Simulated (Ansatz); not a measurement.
A nudged elastic band was laid between two geometries of C3H10SSi (15 atoms, charge 0, multiplicity 1).

All numbers below come from RKS PBE0/6-31G in Ansatz.

* movable images: 5
* climbing image: yes
* spring: 5.0 eV/Å²
* optimiser: quadratic models (default)
* start path: IDPP
* force threshold: 0.03 eV/Å
* iteration limit: 48
* end points: relaxed

First end point:

```xyz
15
Properties=species:S:1:pos:R:3
C -0.923 -1.024 1.657
C 0.189 -0.386 0.826
C -0.227 -0.018 -0.601
Si 1.238 0.576 -1.698
S -1.623 1.273 -0.658
H -1.780 -0.349 1.745
H -0.569 -1.264 2.665
H -1.273 -1.953 1.192
H 1.037 -1.084 0.758
H 0.571 0.510 1.336
H -0.691 -0.885 -1.088
H 1.749 1.880 -1.144
H 0.797 0.775 -3.118
H 2.357 -0.433 -1.657
H -0.874 2.329 -0.185
```

Last end point:

```xyz
15
Properties=species:S:1:pos:R:3
C -0.896 -1.177 1.568
C 0.211 -0.532 0.737
C -0.277 0.106 -0.567
Si 1.148 0.709 -1.710
S -1.504 1.532 -0.284
H -1.390 -1.978 1.004
H -1.657 -0.441 1.844
H -0.490 -1.614 2.487
H 0.962 -1.293 0.476
H 0.738 0.224 1.337
H -0.884 -0.615 -1.129
H 1.863 1.843 -1.025
H 0.613 1.181 -3.029
H 2.134 -0.409 -1.939
H -0.593 2.412 0.260
```

Question: What changes between the two ends?

Answer: No bond is made or broken. The dihedral H7–C1–C2–C3 goes from -180 to -60°. The two ends are copies of one structure, up to a mirror image or an exchange of like atoms.

Question: Give the energies along the band, and the barrier.

Answer: The forces met the threshold. The highest image is number 3 of 0 to 6, 2.8 kcal/mol above the ends, which have the same energy within 2 meV. A vibrational analysis at the climbing image gives one clearly imaginary mode, 231i cm⁻¹: a first-order saddle point. Limits of this set-up: no polarisation functions.

```json
{"image": "0", "path coordinate (Å)": "0.00", "energy (kcal/mol)": "0.0", "dihedral H7–C1–C2–C3 (°)": "-180"}
{"image": "1", "path coordinate (Å)": "0.59", "energy (kcal/mol)": "0.6", "dihedral H7–C1–C2–C3 (°)": "-162"}
{"image": "2", "path coordinate (Å)": "1.18", "energy (kcal/mol)": "2.0", "dihedral H7–C1–C2–C3 (°)": "-141"}
{"image": "3", "path coordinate (Å)": "1.77", "energy (kcal/mol)": "2.8", "dihedral H7–C1–C2–C3 (°)": "-120"}
{"image": "4", "path coordinate (Å)": "2.39", "energy (kcal/mol)": "2.0", "dihedral H7–C1–C2–C3 (°)": "-97"}
{"image": "5", "path coordinate (Å)": "3.01", "energy (kcal/mol)": "0.5", "dihedral H7–C1–C2–C3 (°)": "-75"}
{"image": "6", "path coordinate (Å)": "3.63", "energy (kcal/mol)": "0.0", "dihedral H7–C1–C2–C3 (°)": "-60"}
```

Question: What is the geometry of the highest image?

Answer: 
```xyz
15
Properties=species:S:1:pos:R:3:forces:R:3
C -0.919 -1.128 1.595 0.00 0.00 0.00
C 0.208 -0.525 0.735 0.00 0.00 0.00
C -0.263 0.084 -0.589 0.00 -0.01 0.00
Si 1.178 0.680 -1.718 0.00 0.00 0.00
S -1.507 1.502 -0.348 0.00 0.00 0.00
H -1.893 -1.007 1.110 0.00 0.00 0.00
H -0.991 -0.641 2.571 0.00 0.00 0.00
H -0.760 -2.197 1.768 0.00 0.00 0.00
H 0.947 -1.302 0.492 0.00 0.00 0.00
H 0.755 0.239 1.303 0.00 0.00 0.00
H -0.855 -0.652 -1.147 0.00 0.00 0.00
H 1.868 1.834 -1.041 0.00 0.00 0.00
H 0.661 1.121 -3.055 0.00 0.00 0.00
H 2.179 -0.431 -1.909 0.00 0.00 0.00
H -0.629 2.371 0.263 0.00 0.00 0.00
```

Question: What are the harmonic wavenumbers there?

Answer: 231i, 122, 137, 187, 203, 214, 308, 384, 528, 598, 649, 786, 848, 883, 904, 925, 926, 959, 1073, 1125, 1147, 1219, 1268, 1339, 1394, 1474, 1531, 1541, 1554, 2161, 2180, 2212, 2527, 3051, 3079, 3091, 3118, 3163, 3168 cm⁻¹.

Time of the run: 2.6 min on 1 thread of Arm Neoverse V2 (shared host), peak memory 0.19 GiB.
